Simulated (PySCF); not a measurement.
C3H9O3Si, SMILES O(C)[Si](OC)OC, multiplicity 2.

The structure is a stationary point at PBE-D3(BJ)/def2-SVP. The isomer is the one that the SMILES or the coordinates give; other isomers of the formula were not compared. Other conformers were not sampled.

Method: PySCF with PBE-D3(BJ)/def2-SVP.

Frequencies are harmonic and unscaled.

Modes within 1.5 cm⁻¹ of each other (mostly degenerate sets) share a row, with their intensities summed.

```json
[
 {"mode": "1", "ν (cm⁻¹)": "44", "IR (km/mol)": "8.7", "moving atoms (share of kinetic energy)": "C 38 %, H 27 %, O 24 %, Si 11 %"},
 {"mode": "2–3", "ν (cm⁻¹)": "51", "IR (km/mol)": "5.8", "moving atoms (share of kinetic energy)": "C 43 %, H 27 %, O 25 %"},
 {"mode": "4", "ν (cm⁻¹)": "79", "IR (km/mol)": "0.0", "moving atoms (share of kinetic energy)": "H 100 %"},
 {"mode": "5–6", "ν (cm⁻¹)": "81", "IR (km/mol)": "0.3", "moving atoms (share of kinetic energy)": "H 96 %"},
 {"mode": "7–8", "ν (cm⁻¹)": "139", "IR (km/mol)": "2.1", "moving atoms (share of kinetic energy)": "O 49 %, C 26 %, H 20 %"},
 {"mode": "9", "ν (cm⁻¹)": "201", "IR (km/mol)": "0.3", "moving atoms (share of kinetic energy)": "O 39 %, C 36 %, H 23 %"},
 {"mode": "10–11", "ν (cm⁻¹)": "327", "IR (km/mol)": "21.9", "moving atoms (share of kinetic energy)": "O 62 %, C 16 %, Si 11 %, H 11 %"},
 {"mode": "12", "ν (cm⁻¹)": "351", "IR (km/mol)": "30.2", "moving atoms (share of kinetic energy)": "O 54 %, Si 33 %, C 10 %"},
 {"mode": "13", "ν (cm⁻¹)": "652", "IR (km/mol)": "36.0", "moving atoms (share of kinetic energy)": "O 50 %, Si 29 %, C 15 %"},
 {"mode": "14–15", "ν (cm⁻¹)": "774", "IR (km/mol)": "181.7", "moving atoms (share of kinetic energy)": "Si 50 %, O 29 %, C 15 %"},
 {"mode": "16–17", "ν (cm⁻¹)": "1107", "IR (km/mol)": "701.4", "moving atoms (share of kinetic energy)": "O 44 %, C 37 %, H 17 %"},
 {"mode": "18", "ν (cm⁻¹)": "1122", "IR (km/mol)": "1.6", "moving atoms (share of kinetic energy)": "O 36 %, C 33 %, H 31 %"},
 {"mode": "19–21", "ν (cm⁻¹)": "1132", "IR (km/mol)": "7.7", "moving atoms (share of kinetic energy)": "H 76 %, C 19 %"},
 {"mode": "22–23", "ν (cm⁻¹)": "1156", "IR (km/mol)": "186.5", "moving atoms (share of kinetic energy)": "H 61 %, C 22 %, O 17 %"},
 {"mode": "24", "ν (cm⁻¹)": "1161", "IR (km/mol)": "2.2", "moving atoms (share of kinetic energy)": "H 47 %, O 28 %, C 25 %"},
 {"mode": "25", "ν (cm⁻¹)": "1415", "IR (km/mol)": "0.1", "moving atoms (share of kinetic energy)": "H 90 %, C 9 %"},
 {"mode": "26–27", "ν (cm⁻¹)": "1416", "IR (km/mol)": "14.6", "moving atoms (share of kinetic energy)": "H 92 %"},
 {"mode": "28–30", "ν (cm⁻¹)": "1419", "IR (km/mol)": "21.1", "moving atoms (share of kinetic energy)": "H 93 %"},
 {"mode": "31–33", "ν (cm⁻¹)": "1426", "IR (km/mol)": "21.2", "moving atoms (share of kinetic energy)": "H 97 %"},
 {"mode": "34–35", "ν (cm⁻¹)": "2928", "IR (km/mol)": "266.9", "moving atoms (share of kinetic energy)": "H 97 %"},
 {"mode": "36", "ν (cm⁻¹)": "2931", "IR (km/mol)": "2.8", "moving atoms (share of kinetic energy)": "H 97 %"},
 {"mode": "37–39", "ν (cm⁻¹)": "3006", "IR (km/mol)": "95.5", "moving atoms (share of kinetic energy)": "H 90 %, C 10 %"},
 {"mode": "40–42", "ν (cm⁻¹)": "3043", "IR (km/mol)": "69.2", "moving atoms (share of kinetic energy)": "H 90 %, C 10 %"}
]
```
